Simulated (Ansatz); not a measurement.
Ansatz results at the PBE0-D4/def2-TZVP geometry: HOMO–LUMO gap (PBE/def2-TZVPP) 5.15 eV; HOMO energy (B3LYP/def2-TZVPP) -6.01 eV; LUMO energy (PBE0/def2-TZVPP) 1.11 eV.

Each molecule was computed in one conformer, which needn't be the lowest.

(1) Which molecule gave them?
A. `Cl[Se][Se]Cl`
B. `c1nnco1`
C. `CCCCNC(C)C`
D. `CC(=O)Br`

Answers

(1) C. The others give `c1nnco1`: 4.99, -8.11, -0.58; `Cl[Se][Se]Cl`: 2.91, -7.33, -2.70; `CC(=O)Br`: 4.60, -7.99, -1.14.

B3LYP here is the variant with VWN-RPA as its local correlation; programs differ in this.
